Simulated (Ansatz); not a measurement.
One change: `Cl[SiH]1CCO1` becomes `C[SiH]1CCO1`.

Ansatz, PBE0-D4/def2-TZVP geometries, multiplicity 1. 

| property | `Cl[SiH]1CCO1` |
| --- | --- |
| LUMO energy (PBE0/def2-TZVPP) / eV | 0.10 |
| HOMO energy (B3LYP/def2-TZVPP) / eV | -8.11 |
| size of the dipole moment (B3LYP/def2-TZVPP) / D | 2.35 |
| LUMO energy (B3LYP/def2-TZVPP) / eV | -0.11 |
| HOMO energy (PBE0/def2-TZVPP) / eV | -8.34 |
| LUMO energy (PBE/def2-TZVPP) / eV | -0.80 |

(1) Give the same properties after the change, and the shifts. (Best estimate.)

Results:

(1) Computed: 
```json
{"property": "LUMO energy (PBE0/def2-TZVPP) / eV", "`C[SiH]1CCO1`": "0.51", "shift": "0.41"}
{"property": "HOMO energy (B3LYP/def2-TZVPP) / eV", "`C[SiH]1CCO1`": "-7.43", "shift": "0.68"}
{"property": "size of the dipole moment (B3LYP/def2-TZVPP) / D", "`C[SiH]1CCO1`": "1.76", "shift": "-0.59"}
{"property": "LUMO energy (B3LYP/def2-TZVPP) / eV", "`C[SiH]1CCO1`": "0.28", "shift": "0.39"}
{"property": "HOMO energy (PBE0/def2-TZVPP) / eV", "`C[SiH]1CCO1`": "-7.65", "shift": "0.69"}
{"property": "LUMO energy (PBE/def2-TZVPP) / eV", "`C[SiH]1CCO1`": "-0.39", "shift": "0.41"}
```

With PBE0 the HOMO rises by 0.69 eV and the LUMO rises by 0.41 eV, so the gap narrows by about 0.28 eV. PBE moves the HOMO by 0.69 eV and ωB97M-V by 0.61 eV. Dipoles are sizes alone; their direction can turn.

B3LYP here is the variant with VWN-RPA as its local correlation; programs differ in this.
